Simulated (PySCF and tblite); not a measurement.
The numbers below are computed, except where a source is named.
System: C6H9F2N, numbered as in [F:1][C:2]1=[CH:3][CH2:4][C@@H:5]([F:6])[CH2:7][NH:8][CH2:9]1.

Geometries: GFN2-xTB; energies: PBE0/pcSseg-1 + D3(BJ), IEF-PCM tetrahydrofuran; zero-point and thermal terms from GFN2-xTB harmonic modes (soft modes blended into free rotors). Rates follow Eyring's equation with the number of equivalent paths and no tunnelling. (PySCF 2.14 with density fitting, tblite 0.8.)

**Question.** How high is the barrier to the pyramidal inversion at N8, through which structure does it pass, and what rate follows at 298 K?

**Answer.** The electronic barrier is 4.8 kcal/mol and ΔG‡(298 K) 3.7 kcal/mol, over a C1 saddle with an imaginary mode of 618i cm⁻¹ (GFN2-xTB). With 1 equivalent path, k is 1.2×10¹⁰ s⁻¹, a mean lifetime of the start of 84 ps against this motion. The end lies 0.8 kcal/mol above the start in free energy.
